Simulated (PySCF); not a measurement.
A geometry optimisation on F4H4In2N2.

Computed with PBE0-D3(BJ)/def2-SVP geometry optimisation, gas phase, def2 core potentials past Kr (PySCF 2.14.0). Start geometry: GFN2-xTB. A driver script takes a list of jobs; this job's settings line and coordinates (Å) are shown.

Input:
```
{"job": {"xc": "PBE0", "basis": "def2-SVP", "d3": "d3bj", "grid": 1, "maxiter": 30, "shake": 0.03, "kind": "geom"}, "charge": 0, "multiplicity": 1}
In    -1.453800    -0.064460    -0.379090
F     -2.071450     1.267740    -1.760250
F     -2.720340    -1.252360     0.512930
N     -0.172290     1.033740     1.071980
In     1.508530    -0.021670     0.350740
F      2.047110    -1.263640     1.729190
F      2.688690     1.257410    -0.539840
N      0.317120    -1.013480    -1.094950
H     -0.524140     0.826060     2.105010
H     -0.248030     2.032540     1.014430
H      0.209510    -2.049090    -0.929860
H      0.534570    -0.835530    -2.029300
```

Output:
```
step   0  E = -890.82356709  max force = 0.059059
step   1  E = -890.83888519  max force = 0.008594
step   2  E = -890.84047911  max force = 0.006028
step   3  E = -890.84122871  max force = 0.002787
step   4  E = -890.84135995  max force = 0.001141
step   5  E = -890.84139928  max force = 0.000860
step   6  E = -890.84141694  max force = 0.000684
step   7  E = -890.84143120  max force = 0.001261
step   8  E = -890.84138786  max force = 0.002788
step   9  E = -890.84138021  max force = 0.003117
step  10  E = -890.84150546  max force = 0.002247
step  11  E = -890.84159810  max force = 0.001245
step  12  E = -890.84166285  max force = 0.000747
step  13  E = -890.84166986  max force = 0.000459
step  14  E = -890.84167244  max force = 0.000414
optimisation converged
```

Energies in Eh; «max force» is the largest Cartesian gradient component in Eh/bohr.

Question: How much energy does the optimisation release, in eV?

Answer: E(step 0) − E(last step) = 0.018105 Eh, which is 0.493 eV.

Question: Give the first gradient maximum in eV/Å.

Answer: With 1 Eh/bohr = 51.422 eV/Å, 3.037 eV/Å.

Main results: final energy -890.84167 Eh after 14 steps; dipole 0.01 D.

Hardware: an Intel Xeon Platinum 8488C with one thread, no GPU (shared host). Cost: 4.0 min, 0.66 GiB resident at most.
Labels such as C1 count atoms from 1, the log's own numbers from 0.
